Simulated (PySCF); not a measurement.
Compound: C2H3Ga.
Structure used (PBE0-D3(BJ)/def2-SVP), in Å, numbered top down from 1:
```xyz
6
C2H3Ga angstrom
C     -1.5615    0.2816    1.0524
C     -0.5218    0.0993    0.4393
Ga     1.1037   -0.1986   -0.5305
H     -2.4753    0.4447    1.5975
H      1.5725    0.9015   -1.5362
H      1.8859   -1.5262   -0.2712
```

Computed with PySCF 2.14.0, PBE0-D3(BJ)/def2-SVP geometry optimisation, gas phase.

Masses are those of the commonest isotopes; rigid-rotor values at the optimised geometry. 

(1) What are A, B and C (GHz)?

(2) What kind of rotor is it?

(3) What does the inertial defect say?

(4) Where do the levels up to J = 4 lie, in MHz?

(5) Which types of transition are allowed, and where do some lines up to J = 5 fall?

(6) Estimate the classical rotational partition function at 50 K and 298.15 K.

Answers

(1) Ia = 3.83, Ib = 139.23, Ic = 143.05 u·Å²; 505379 MHz·u·Å²/I gives 132087, 3630 and 3533 MHz, that is A = 132.09, B = 3.6298, C = 3.5328 GHz.

(2) A near-prolate asymmetric top: κ = (2 × 3630 − 132087 − 3533)/(132087 − 3533) = -1.00.

(3) Planar: Δ = Ic − Ia − Ib = 0.00 u·Å². For a rigid frame Δ = −2 Σ m c², so it vanishes when all atoms lie in the ab plane; here none is more than 0.01 Å from it.

(4) Above 0(0,0):
J = 1: 1(0,1) 7163, 1(1,1) 135620, 1(1,0) 135717
J = 2: 2(0,2) 21488, 2(1,2) 149848, 2(1,1) 150139, 2(2,1) 535510, 2(2,0) 535510
J = 3: 3(0,3) 42975, 3(1,3) 171190, 3(1,2) 171772, 3(2,2) 556998, 3(2,1) 556998, 3(3,1) 1199526, 3(3,0) 1199526
J = 4: 4(0,4) 71625, 4(1,4) 199646, 4(1,3) 200617, 4(2,3) 585648, 4(2,2) 585649, 4(3,2) 1228176, 4(3,1) 1228176, 4(4,1) 2127715, 4(4,0) 2127715

(5) The dipole components are |μa| = 0.30 D, |μb| = 0.00 D, |μc| = 0.00 D; the symmetry axis of this C2v structure is a, so μb and μc vanish by symmetry and there are no b-type or c-type lines. Some lines, for components of 0.1 D or more:

```json
{"type": "a", "branch": "Q", "J(Ka,Kc)": "3(1,2) ← 3(1,3)", "MHz": "582", "lower level (cm⁻¹)": "5.710"}
{"type": "a", "branch": "Q", "J(Ka,Kc)": "4(1,3) ← 4(1,4)", "MHz": "971", "lower level (cm⁻¹)": "6.659"}
{"type": "a", "branch": "Q", "J(Ka,Kc)": "5(1,4) ← 5(1,5)", "MHz": "1456", "lower level (cm⁻¹)": "7.846"}
{"type": "a", "branch": "R", "J(Ka,Kc)": "2(1,2) ← 1(1,1)", "MHz": "14228", "lower level (cm⁻¹)": "4.524"}
{"type": "a", "branch": "R", "J(Ka,Kc)": "2(0,2) ← 1(0,1)", "MHz": "14325", "lower level (cm⁻¹)": "0.239"}
{"type": "a", "branch": "R", "J(Ka,Kc)": "2(1,1) ← 1(1,0)", "MHz": "14422", "lower level (cm⁻¹)": "4.527"}
{"type": "a", "branch": "R", "J(Ka,Kc)": "3(2,2) ← 2(2,1)", "MHz": "21488", "lower level (cm⁻¹)": "17.863"}
{"type": "a", "branch": "R", "J(Ka,Kc)": "3(1,2) ← 2(1,1)", "MHz": "21633", "lower level (cm⁻¹)": "5.008"}
{"type": "a", "branch": "R", "J(Ka,Kc)": "4(1,4) ← 3(1,3)", "MHz": "28456", "lower level (cm⁻¹)": "5.710"}
{"type": "a", "branch": "R", "J(Ka,Kc)": "4(0,4) ← 3(0,3)", "MHz": "28650", "lower level (cm⁻¹)": "1.434"}
{"type": "a", "branch": "R", "J(Ka,Kc)": "4(3,2) ← 3(3,1)", "MHz": "28651", "lower level (cm⁻¹)": "40.012"}
{"type": "a", "branch": "R", "J(Ka,Kc)": "4(3,1) ← 3(3,0)", "MHz": "28651", "lower level (cm⁻¹)": "40.012"}
{"type": "a", "branch": "R", "J(Ka,Kc)": "4(2,2) ← 3(2,1)", "MHz": "28651", "lower level (cm⁻¹)": "18.579"}
{"type": "a", "branch": "R", "J(Ka,Kc)": "4(1,3) ← 3(1,2)", "MHz": "28844", "lower level (cm⁻¹)": "5.730"}
{"type": "a", "branch": "R", "J(Ka,Kc)": "5(1,5) ← 4(1,4)", "MHz": "35570", "lower level (cm⁻¹)": "6.659"}
{"type": "a", "branch": "R", "J(Ka,Kc)": "5(0,5) ← 4(0,4)", "MHz": "35812", "lower level (cm⁻¹)": "2.389"}
{"type": "a", "branch": "R", "J(Ka,Kc)": "5(2,4) ← 4(2,3)", "MHz": "35813", "lower level (cm⁻¹)": "19.535"}
{"type": "a", "branch": "R", "J(Ka,Kc)": "5(4,2) ← 4(4,1)", "MHz": "35813", "lower level (cm⁻¹)": "70.973"}
{"type": "a", "branch": "R", "J(Ka,Kc)": "5(4,1) ← 4(4,0)", "MHz": "35813", "lower level (cm⁻¹)": "70.973"}
{"type": "a", "branch": "R", "J(Ka,Kc)": "5(3,3) ← 4(3,2)", "MHz": "35813", "lower level (cm⁻¹)": "40.968"}
{"type": "a", "branch": "R", "J(Ka,Kc)": "5(3,2) ← 4(3,1)", "MHz": "35813", "lower level (cm⁻¹)": "40.968"}
{"type": "a", "branch": "R", "J(Ka,Kc)": "5(2,3) ← 4(2,2)", "MHz": "35814", "lower level (cm⁻¹)": "19.535"}
{"type": "a", "branch": "R", "J(Ka,Kc)": "5(1,4) ← 4(1,3)", "MHz": "36056", "lower level (cm⁻¹)": "6.692"}
```

(6) Point group C2v, symmetry number σ = 2; q = (√π/σ)·√((kT/h)³/(ABC)), k/h = 20836.6 MHz/K: 724 at 50 K, 10500 at 298.15 K.

Not checked by PBE0-D3(BJ)/def2-SVP frequencies. Constants of a rigid frame at the computed geometry: no zero-point averaging, no centrifugal distortion. Quadrupole hyperfine structure (69Ga) is left out.

Time: 9.5 s wall. Hardware: Arm Neoverse V2, one thread, on a shared host. This is the geometry optimisation.
